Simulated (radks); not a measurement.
Q: Valence configurations of Co3+ (all share [Ar]). All-electron calculation, scalar-relativistic Kohn-Sham, BLYP, spin-polarised, spherical densities, finite nucleus; open shells are filled with parallel spins first; Fermi nuclear charge, rms radius 3.7875 fm. Program: a radial shooting solver on a logarithmic mesh with Libxc functionals. Order these by energy: 3d5.5 4s0.5; 3d4 4p2; 3d5.5 4p0.5; 3d5 4p1; 3d6; 3d5 4s1; 3d4 4s2.

A: From the lowest, in eV above it: 3d6 0.000; 3d5.5 4s0.5 5.063; 3d5.5 4p0.5 9.046; 3d5 4s1 10.965; 3d5 4p1 19.198; 3d4 4s2 34.451; 3d4 4p2 49.880. NIST lists [Ar] 3d6 as the ground configuration; this level of theory agrees among the configurations tried. The energies are those of spherical high-spin densities, not of single terms.
